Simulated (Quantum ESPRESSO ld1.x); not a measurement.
Results of a calculation; reference values are marked as such.
The table gives one normalised radial function P(r) = r R(r) (large component) of Ga6+ in [Ar] 3d7 (r in bohr). Code: ld1.x of Quantum ESPRESSO 7.5. Model: Dirac Kohn-Sham, PW91, spin-unpolarised, spherical densities, point nucleus; open shells fill j = l - 1/2 first.

r          P
0.003095  0.0000
0.003998  0.0000
0.005164  0.0001
0.006671  0.0001
0.008686  0.0003
0.01122   0.0005
0.01449   0.0011
0.01872   0.0023
0.02438   0.0048
0.03149   0.0096
0.04068   0.0188
0.05255   0.0363
0.06843   0.0691
0.08839   0.1243
0.1142    0.2142
0.1475    0.3498
0.1921    0.5421
0.2481    0.7671
0.3205    0.9925
0.414     1.1595
0.539     1.2031
0.6963    1.0899
0.8994    0.8516
1.162     0.5587
1.513     0.2878
1.954     0.1142
2.524     0.0304
3.261     0.0048
4.246     0.0004
5.485     0.0000

Which n and l does it have? It may be an empty orbital.

Answer. n = 3, l = 2: the number of nodes gives n - l - 1 = 0, the rise at small r points to l (this Dirac orbital starts as r^gamma with gamma = sqrt((l + 1)^2 - (Z/c)^2) = 2.99; the j = 5/2 orbital of l + 1 starts with the same power, but with a smaller coefficient, and then steepens), and the extent must fit the shell. The curve is that of 3d5/2; the two j differ most near the nucleus, where j = l - 1/2 has the larger amplitude, and in heavy atoms j = l - 1/2 is also the more compact. 3d5/2: eigenvalue -129.14 eV, 0 radial nodes, <r> = 0.679 bohr, 90 % of the charge inside 1.11 bohr.
